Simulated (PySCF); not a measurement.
C3H10Hf, multiplicity 1. Atoms are numbered in the order given.

```xyz
14

Hf     0.0000     0.0000    -0.1846
C      1.8020     1.0404     0.5340
H      2.4712     0.3970     1.1339
H      1.5794     1.9416     1.1339
H      2.3754     1.3715    -0.3557
C      0.0000    -2.0808     0.5340
H      0.0000    -2.7429    -0.3557
H     -0.8918    -2.3386     1.1339
H      0.8918    -2.3386     1.1339
C     -1.8020     1.0404     0.5340
H     -2.3754     1.3715    -0.3557
H     -1.5794     1.9416     1.1339
H     -2.4712     0.3970     1.1339
H      0.0000     0.0000    -2.0549
```
Charge 0, spin multiplicity 1.

Coordinates come from a PBE0-D3(BJ)/def2-SVP optimisation. The multiplicity is an assumed one; other spin states were not compared. The def2 effective core potentials stand for the cores of Hf; spin–orbit coupling is left out.

Method: B3LYP/def2-TZVP (PySCF).

Symmetry labels are those of the subgroup Cs that the program uses (full group C3v).

Computed valence orbital energies around the gap with their symmetry:
| orbital | symmetry | energy (eV) |
|---|---|---|
| HOMO−7 | A' | -10.83 |
| HOMO−6 | A' | -10.63 |
| HOMO−5 | A" | -10.63 |
| HOMO−4 | A" | -10.48 |
| HOMO−3 | A' | -8.52 |
| HOMO−2 | A' | -7.45 |
| HOMO−1 | A' | -7.34 |
| HOMO | A" | -7.34 |
| LUMO | A' | -0.95 |
| LUMO+1 | A" | -0.95 |
| LUMO+2 | A' | -0.43 |
| LUMO+3 | A' | -0.35 |
